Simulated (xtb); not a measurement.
W(NH)2(F)(Cl) (ClFH₂N₂W), SMILES [W]([Cl])(=[NH])([F])=[NH], multiplicity 1. All values are semi-empirical tight-binding results from xtb (GFN2-xTB unless named), good for trends rather than for accurate numbers. Geometry optimised at GFN2-xTB. The spin state was assumed, not searched. The structure was generated by enumeration; whether it is a known compound was not checked.

Optimised geometry:

Bonds (Å): W1–N2 1.780, W1–N4 1.780, W1–F6 1.891, W1–Cl7 2.198, N2–H3 1.020, N4–H5 1.020. Bond angles (°): N2–W1–N4 111.6, N2–W1–F6 110.7, N2–W1–Cl7 108.9, N4–W1–F6 110.7, N4–W1–Cl7 108.9, F6–W1–Cl7 105.8, W1–N2–H3 166.9, W1–N4–H5 166.9.

For metal compounds this method's bond lengths and energies can be far off.

The point group as xtb finds it is Cs, the orbital gap comes out as 2.11 eV and the zero-point energy is 17.9 kcal/mol. The G − E(el) at 298.15 K (modified RRHO) comes out as -2.7 kcal/mol.

Task: Give the atomic charges and the Wiberg bond orders between heavy atoms. (Estimate from the structure and the level; the computed values follow.)

Result: charges (e) W1 0.83, N2 -0.44, H3 0.21, N4 -0.44, H5 0.21, F6 -0.29, Cl7 -0.07. Bond orders W1–N2 2.26, W1–N4 2.26, W1–F6 1.05, W1–Cl7 1.36.
